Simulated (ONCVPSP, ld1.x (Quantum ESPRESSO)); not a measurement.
Potentials for S compared

Generated with ld1.x 7.5 (TM, RRKJ, ultrasoft, PAW), atompaw 4.2 or ONCVPSP 4.0.1. The cutoff is in Ry: for ld1.x and atompaw files where the sum of valence levels is converged to 10 mRy in a Bessel basis, for ONCV files where the hardest occupied wave has 1 mHa per electron of residual kinetic energy. The error is the largest all-electron minus pseudo excitation energy over each file’s own four to seven test configurations (ionisations up to +4, promotions, holes and added fractions of an electron), all of which were solved. The labels leave out finer settings (local radius, basis sizes, second energies), which also bear on the numbers. Spin-polarised tests are not counted. The rows are a selection from randomly drawn settings: files with unsolved tests, undetermined cutoffs or missed reference levels are left out.

A true bound ghost makes a file unfit for plane-wave use even where its test errors are small: the radial tests pick states by their node count and pass the ghost by.

| potential | cutoff (Ry) | largest error (meV) | bound ghosts |
| --- | --- | --- | --- |
| ultrasoft, PBE, fully relativistic, rc 1.45/1.45/1.30 (spd), local smoothed, core correction yes, reference 3s2 3p4 | 18 | +26 | none |
| ONCV, PBE, scalar-relativistic, rc 0.95/0.60/1.05 (spd), local smoothed, core correction yes, reference 2s2 2p6 3s1.75 3p4.25, qcut 14.3/27.6/7.9, projectors 2/2/1 | 503 | +3.8 | none |
| ONCV, PBE, scalar-relativistic, rc 1.40/1.05 (sp), local smoothed, core correction yes, reference 3s2 3p1, qcut 4.2/9.2, projectors 2/2 | 104 | +25 | p |
| ultrasoft, BLYP, scalar-relativistic, rc 1.70/1.15/1.45 (spd), local smoothed, core correction yes, reference 3s1 3p5 | 45 | -19 | p |
| ONCV, PBEsol, non-relativistic, rc 1.40/1.40/1.35 (spd), local smoothed, core correction yes, reference 3s2 3p3.75, qcut 3.7/6.1/7.4, projectors 2/3/2 | 132 | -15 | p |
| ONCV, PBE, scalar-relativistic, rc 1.50/1.30 (sp), local p, core correction yes, reference 3s2 3p4, qcut 4.8/5, projectors 2/0 | 28 | -50 | none |
| RRKJ, BP86, scalar-relativistic, rc 1.20/1.45/1.40 (spd), local s, core correction no, reference 3s2 3p4 | 50 | +101 | none |

Problem. Fill in the row for S: PAW, LDA (PZ), non-relativistic, rc 1.65/1.40/1.75 (spd), local smoothed, core correction yes, reference 3s2 3p4.

Solution. cutoff 15 Ry, largest error -33 meV, bound ghosts: none.

Problem. Fill in the row for S: ONCV, PBE, scalar-relativistic, rc 1.40/1.60 (sp), local s, core correction no, reference 3s2 3p2, qcut 5.3/4.9, projectors 0/2.

Solution. cutoff 27 Ry, largest error +8.8 meV, bound ghosts: none.
